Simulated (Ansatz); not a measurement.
Consider the substitution at a C–S bond: `OC[S][GeH3]` + `N[SiH2]S` → `OCN[SiH2]S` + `[SH][GeH3]`.

Gas-phase electronic energies from Ansatz, PBE0-D4/def2-TZVP geometries. CCSD(T)/CBS is the MP2 limit (def2-TZVPP, def2-QZVPP) plus CCSD(T) − MP2 in def2-TZVPP, frozen cores. Functionals use def2-TZVPP. B3LYP here is the variant with VWN-RPA as its local correlation; programs differ in this. For Ge outer-core shells are correlated without core-valence functions, which leaves a few kJ/mol of doubt a bond. Scalar relativity is left out up to krypton. Each species was taken in one conformer, which may not be the lowest.

`OC[S][GeH3]`:

Cartesian coordinates in Å:
```
O 0.249 0.608 -2.006
C 0.982 -0.118 -1.072
S 0.043 -1.424 -0.197
Ge -0.851 -0.207 1.423
H -0.467 1.065 -1.556
H 1.757 -0.649 -1.625
H 1.465 0.523 -0.326
H -1.770 -1.136 2.222
H -1.667 0.956 0.822
H 0.258 0.381 2.313
```

`N[SiH2]S`:

Cartesian coordinates in Å:
```
N 0.339 1.019 0.945
Si -0.402 0.028 -0.228
S 0.618 -1.855 -0.429
H -0.034 1.069 1.878
H 1.322 1.235 0.920
H -0.382 0.643 -1.580
H -1.801 -0.155 0.230
H 0.339 -1.982 -1.737
```

`OCN[SiH2]S`:

Cartesian coordinates in Å:
```
O 0.549 2.014 0.224
C 0.111 1.191 -0.827
N 0.669 -0.134 -0.808
Si -0.043 -1.397 0.101
S -0.446 -0.851 2.155
H 0.302 1.582 1.051
H -0.984 1.093 -0.822
H 0.395 1.712 -1.744
H 1.670 -0.147 -0.939
H -1.365 -1.771 -0.456
H 0.915 -2.527 0.090
H -1.773 -0.766 1.975
```

`[SH][GeH3]`:

```xyz
6

S     0.877   -1.181    0.894
Ge   -0.466    0.172   -0.251
H     1.927   -0.345    0.860
H     0.115    0.449   -1.646
H    -0.664    1.496    0.503
H    -1.791   -0.591   -0.360
```

| level | ΔE (kJ/mol) | difference from CCSD(T)/CBS |
| --- | --- | --- |
| PBE-D4 | -5.7 | 0.4 |
| r2SCAN-D4 | -6.0 | 0.1 |
| PBE0-D4 | -8.3 | -2.2 |
| B3LYP-D4 | -8.7 | -2.6 |
| ωB97X-V | -11.2 | -5.1 |
| ωB97M-V | -9.9 | -3.8 |
| B2PLYP | -7.8 | -1.7 |
| PBE | -4.4 | 1.7 |
| r2SCAN | -5.4 | 0.7 |
| PBE0 | -7.1 | -1.0 |
| B3LYP | -7.0 | -0.9 |
| HF/def2-TZVPP | -13.3 | -7.2 |
| MP2/def2-TZVPP | -8.3 | -2.2 |
| SCS-MP2/def2-TZVPP | -9.6 | -3.5 |
| CCSD/def2-TZVPP | -12.8 | -6.7 |
| CCSD(T)/def2-TZVPP | -11.8 | -5.7 |
| HF/def2-QZVPP | -12.8 | -6.7 |
| MP2/def2-QZVPP | -4.9 | 1.2 |
| SCS-MP2/def2-QZVPP | -6.3 | -0.2 |
| HF/CBS(def2) | -12.8 | -6.7 |
| MP2/CBS(def2) | -2.6 | 3.5 |
| CCSD/CBS(def2) | -7.1 | -1.0 |
| CCSD(T)/CBS | -6.1 | 0 |

Largest T1 diagnostic among the species: 0.012.
